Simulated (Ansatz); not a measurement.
A run for Ansatz (a first-principles code): R-B3LYP/def2-TZVPPD on C2H8S (a complex), monomers drawn apart or pushed together. Files ending in .json are basis or fitting sets from the Basis Set Exchange.

Ansatz 0.2 input:
```yaml
crystal:
  periodic: [false, false, false]
  atoms:
    - {symbol: S, position_ang: [0.14783482, 0.12317471, -0.19878010]}
    - {symbol: H, position_ang: [0.90338942, 0.48977931, 0.84802223]}
    - {symbol: H, position_ang: [-0.29284410, -0.97515933, 0.43460213]}
    - {symbol: C, position_ang: [-0.84090246, -0.18510793, 4.19344498]}
    - {symbol: C, position_ang: [0.68473967, -0.15014959, 4.20093225]}
    - {symbol: H, position_ang: [-1.24007529, 0.09361338, 3.21657173]}
    - {symbol: H, position_ang: [-1.25521054, 0.50850892, 4.92751050]}
    - {symbol: H, position_ang: [-1.21558306, -1.18193246, 4.43461923]}
    - {symbol: H, position_ang: [1.10490528, -0.85642010, 3.48145915]}
    - {symbol: H, position_ang: [1.08466080, -0.41056349, 5.18273165]}
    - {symbol: H, position_ang: [1.05997530, 0.84428703, 3.94887006]}
basis:
  gaussian:
    orbitals: def2-TZVPPD.json
hamiltonian:
  xc: {name: B3LYP}
scf: {lower_state_search: off}
```

### Question
Give the final energy of this run.

### Answer
-479.2941 hartree.
